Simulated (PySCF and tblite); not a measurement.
The numbers below are computed, except where a source is named.
Stationary points of C4H2O3 at PBE0-D3(BJ)/def2-SVP, in Å:

Structure A

```
 1 O     1.298   -1.256   -1.105
 2 C     0.984   -0.553   -0.105
 3 O     1.913   -0.517    0.749
 4 C    -0.272    0.168    0.024
 5 C    -1.541    0.137    0.468
 6 C    -1.123    1.331   -0.170
 7 O    -1.276    2.440   -0.580
 8 H     2.290   -1.256   -0.258
 9 H    -2.273   -0.494    0.977
```

Structure B

```
 1 O     0.929   -1.520   -1.167
 2 C     0.897   -0.711   -0.283
 3 O     1.910   -0.422    0.528
 4 C    -0.287    0.123    0.005
 5 C    -1.552    0.128    0.466
 6 C    -1.054    1.351   -0.059
 7 O    -1.147    2.504   -0.352
 8 H     2.656   -0.985    0.265
 9 H    -2.313   -0.496    0.939
```

Level: PBE0/pcSseg-1 + D3(BJ), IEF-PCM water on PBE0-D3(BJ)/def2-SVP stationary points, with GFN2-xTB thermal terms.

Q: Which structure is a saddle point, and along which motion?

A: A: one imaginary mode (1768i cm⁻¹ at GFN2-xTB, mostly on H8), along the shift of hydrogen on O3 from O3 to O1.

Q: Give their symmetry and energies above the lowest.

A: A Cs, 36.3 kcal/mol; B C1, 0.0 kcal/mol.

Tunnelling of the moving H, left out here, will speed the real process. In real samples such hydrogens mostly exchange between molecules or through solvent, far faster than by this path.
